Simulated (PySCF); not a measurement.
Species: C₅H₆FO (doublet state).
Cartesian coordinates in Å at the GFN2-xTB level; atoms count from 1:
```xyz
13
C5H6FO angstrom
F      1.7123    1.2924   -1.1996
C      2.1922    0.1581   -0.6184
O      1.2653   -0.7471   -0.2390
C      0.0705   -0.3441    0.2712
C     -1.1661   -1.1628    0.4269
C     -1.2305    0.1481   -0.3027
C     -0.5036    0.9627    0.7271
H      3.0029   -0.2815   -1.1816
H     -1.6185   -1.2393    1.4098
H     -1.2366   -2.0701   -0.1588
H     -1.5608    0.3940   -1.2875
H     -0.0240    1.8760    0.4015
H     -0.9074    1.0141    1.7333
```

The hyperfine couplings belong to this conformer and change with its torsions.

Identity: `F[CH]O[C@]12C[C@H]1C2` [radical].

The calculation used UKS B3LYP, pcH-1 on C F H O, non-relativistic, mean-field spin-orbit, GIAO (PySCF). The structure is a single GFN2-xTB conformer in the gas phase; no vibrational or solvent corrections. A GFN2-xTB geometry isn't a minimum of the functional, and hyperfine couplings can be far from their values at a DFT geometry. No stability test was run, so a lower SCF solution isn't excluded.

Principal values of hyperfine tensors in MHz (contact and dipolar terms together), for some of the nuclei:

| atom | isotope | A1 | A2 | A3 |
| --- | --- | --- | --- | --- |
| C2 | 13C | 293.43 | 295.50 | 512.74 |
| F1 | 19F | 22.51 | 48.63 | 696.27 |
| O3 | 17O | -78.47 | 9.00 | 11.72 |
| C4 | 13C | -8.18 | -5.07 | -0.51 |
| C6 | 13C | 0.89 | 1.06 | 10.17 |
| H13 | 1H | 1.90 | 2.37 | 5.88 |
| H11 | 1H | -4.17 | -2.39 | 1.06 |
| C5 | 13C | -1.61 | -1.36 | -0.25 |

Question: Give the isotropic coupling of each nucleus in MHz and in mT (g = 2.0037), and the anisotropic part.

Answer: a_iso is a third of the trace, T = A − a_iso, and a(mT) = a(MHz)/(g × 13.996).

| atom | a_iso (MHz) | a_iso (mT) | T1 | T2 | T3 |
| --- | --- | --- | --- | --- | --- |
| C2 | 367.22 | 13.094 | -73.79 | -71.73 | 145.52 |
| F1 | 255.80 | 9.121 | -233.29 | -207.18 | 440.47 |
| O3 | -19.25 | -0.686 | -59.22 | 28.25 | 30.97 |
| C4 | -4.58 | -0.163 | -3.59 | -0.49 | 4.08 |
| C6 | 4.04 | 0.144 | -3.15 | -2.98 | 6.13 |
| H13 | 3.39 | 0.121 | -1.48 | -1.02 | 2.50 |
| H11 | -1.83 | -0.065 | -2.34 | -0.56 | 2.90 |
| C5 | -1.07 | -0.038 | -0.54 | -0.29 | 0.82 |

Question: What spin density at the nucleus of C4 lies behind its contact coupling (g_N = 1.40482)?

Answer: a_FC = 800.24 MHz bohr³ × g_N × ρ(0)/(2S). With a_FC = -4.58 MHz and 2S = 1, ρ(0) = -0.004078 bohr⁻³.

Question: H8 (1H, g_N = 5.58569) isn't in the table. Its spin density at the nucleus is 0.008353 bohr⁻³. What is its contact coupling?

Answer: By the same relation, a_FC = 37.3 MHz. Its full tensor has the principal values 8.14, 30.42, 73.45 MHz.

Question: Name the largest traceless tensor T of the table and describe it.

Answer: F1: -233.3, -207.2, 440.5 MHz, nearly axial, close to the ratio −1:−1:+2.

Question: In a single crystal, with the field along each principal axis of the tensor of C2 in turn, what first-order splitting does this nucleus give (isotropic g, quadrupole terms neglected)?

Answer: 2 lines (I = 1/2), spaced by |A_i|/(g × 13.996): 10.46, 10.54, 18.28 mT along the axes of A1, A2 and A3.
